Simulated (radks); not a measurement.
Task: Neutral arsenic, [Ar] 3d10 4s2 4p3. Calculated with a radial shooting solver on a logarithmic mesh with Libxc functionals: non-relativistic Kohn-Sham, exchange-only LDA, spin-polarised, spherical densities, point nucleus. Every spin shell is full or empty, so the densities are truly spherical. Functionals are evaluated on that one density, not self-consistently. Rank these orbital-free kinetic functionals by their error against the exact value of the orbitals, and give that value: Thomas-Fermi, von Weizsacker, TF + vW, TF + vW/9, TF + vW/5, revAPBEK, Thakkar, Pearson, LKT, DePristo-Kress, Ernzerhof.

Result: Exact: 2229.65 hartree. From best to worst, with 100 (|E| - |E exact|)/|E exact| (equal figures are ties): DePristo-Kress -0.13, revAPBEK +0.28, Ernzerhof -0.44, Thakkar -0.52, TF + vW/9 -0.80, Pearson -1.17, TF + vW/5 +3.44, Thomas-Fermi -6.10, LKT +22.47, TF + vW +41.61, von Weizsacker -52.30.
